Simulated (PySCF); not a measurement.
# Reading the logs of faulty runs: CGeH7OSi cation

All numbers below are calculated, not measured. They come from PySCF 2.14.0, an open-source quantum chemistry program, on an isolated molecule that a program drew, which may never have been made. The molecule is CGeH7OSi cation (charge +1, singlet), drawn as the SMILES string `[SiH2+]O[CH2][GeH3]`.

Each row is a Hartree-Fock (HF) and frozen-core CCSD(T) single point in the cc-pV(D+d)Z basis, meant for a local HF minimum. Run 1 is clean. Each other run has one planted mistake out of seven kinds, and not every kind appears here: one electron removed, one electron added, multiplicity raised by two, geometry at a saddle point, minimal basis STO-3G, one bond length entered in bohr, all coordinates scaled. The reference is restricted for singlets and unrestricted otherwise, and also for a bond in bohr. Adding or removing an electron swaps singlet and doublet. Electrons count all cores. HOMO and LUMO are orbital energies over both spins, the gradient is its largest component, and the lowest frequency (negative if imaginary) is given only where the gradient is small. Bond lengths are over the 10 bonds as drawn. T1 is the CCSD diagnostic: over 0.02 (restricted) or 0.045 (unrestricted) a single reference is doubtful. Germanium has the cc-pVDZ-PP basis, with a core potential (ECP10MDF) in place of its 10 inner electrons, and its 3s, 3p and 3d shells are frozen in CCSD(T).

Geometry of the clean run:
```xyz
11
CGeH7OSi cation, angstrom
Si   -2.2679    1.6677   -2.3493
O    -0.9497    1.2417   -1.6667
C     0.4919    1.0240   -1.8817
Ge    1.5212    2.3264   -0.7670
H    -3.4556    1.7020   -1.5108
H    -2.2974    2.0218   -3.7643
H     0.6663   -0.0038   -1.5776
H     0.6912    1.1257   -2.9469
H     2.9903    2.1170   -1.0983
H     1.1915    2.0399    0.6903
H     1.0267    3.7101   -1.1871
```

| run | electrons | basis functions | <S^2> | HOMO (eV) | LUMO (eV) | gradient (hartree/bohr) | lowest frequency (cm^-1) | mean bond (Å) | longest bond (Å) | T1 | HF (hartree) | CCSD(T) (hartree) | mistake |
|---|---|---|---|---|---|---|---|---|---|---|---|---|---|
| 1 | 66 | 109 | 0.000 | -16.00 | -4.58 | 2.5e-05 | 49 | 1.4675 | 1.999 | 0.0171 | -698.85025 | -699.42398 | no fault |
| 2 | 66 | 109 | 0.867 | -16.00 | -5.23 | 1.7e-02 | - | 1.5973 | 2.757 | 0.0371 | -698.73763 | -699.29989 | one bond length entered in bohr |
| 3 | 67 | 109 | 0.769 | -6.15 | 3.15 | 9.0e-02 | - | 1.4675 | 1.999 | 0.0136 | -699.04663 | -699.63038 | ? |
| 4 | 66 | 109 | 2.039 | -12.18 | -7.73 | 2.0e-01 | - | 1.4675 | 1.999 | 0.0466 | -698.68968 | -699.25464 | ? |

**Which mistake was planted in run 3, and what did it cost?**

It counts 67 electrons, one more than the clean run, at the same geometry and basis. So the mistake is: one electron added. Subtracting run 1 and multiplying by 627.51 kcal/mol a hartree, the energy moved by -123.2 kcal/mol in HF and -129.5 kcal/mol in CCSD(T).

**Which mistake was planted in run 4, and what did it cost?**

Electrons, basis and geometry are unchanged, and <S^2> is 2.039, beside S(S+1) = 2.00 for a multiplicity of 3. So the mistake is: multiplicity raised by two. Subtracting run 1 and multiplying by 627.51 kcal/mol a hartree, the energy moved by 100.8 kcal/mol in HF and 106.3 kcal/mol in CCSD(T).

Cautions from the logs. Run 4: T1 is over the limit, so its CCSD(T) energy is less reliable.
